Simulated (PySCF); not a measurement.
# Correlation energy of Cl+ (chlorine, charge +1)

[Ne] 3s2 3p4, high-spin 3P determinant. Calculation: PySCF 2.14, in 6-31G* (4s3p1d, 18 functions); the non-relativistic Hamiltonian (point nucleus). Frozen: [Ne]; 6 electrons correlated.

MP2 pair energies summed by pair of shells (mhartree):

```
 pair  energy  share (%)
3p-3p  -39.97       47.6
3s-3p  -36.81       43.9
3s-3s   -7.13        8.5
```

Total MP2 correlation energy: -83.91 mhartree.

Same-spin part -20.04 and opposite-spin part -63.87 mhartree; SCS-MP2 scales them by 1/3 and 6/5 to -83.33 mhartree.

```tsv
level	correlation energy (mhartree)
CCSD	-102.63
(T)	-1.16
CCSD(T)	-103.79
```

Diagnostics: T1 = 0.0058, D1 = 0.0189, largest double amplitude 0.049.

Cost of the coupled-cluster step: 0.06 s of wall time on 1 thread of Intel(R) Xeon(R) 6975P-C (shared host), for 6 correlated electrons.
